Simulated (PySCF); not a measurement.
Al(H)(Br)(vinyl) (C₂H₄AlBr), SMILES C=[CH][AlH][Br]. Geometry optimised at TPSSh-D3(BJ)/def2-SVP. The structure was generated by enumeration; whether it is a known compound was not checked. Other conformers were not sampled.

Computed equilibrium geometry at TPSSh-D3(BJ)/def2-SVP (PySCF confirms it by a frequency run) as a Z-matrix, and its point group (one conformer of several):
point group Cs.
```
C
C 1 1.3488
H 2 1.0978 1 122.83
H 2 1.0979 3 115.09 1 180.00
H 1 1.0987 2 117.25 3 0.00
Al 1 1.9383 5 123.11 2 -180.00
H 6 1.5771 1 121.50 5 180.00
Br 6 2.2688 7 118.42 4 -180.00
```
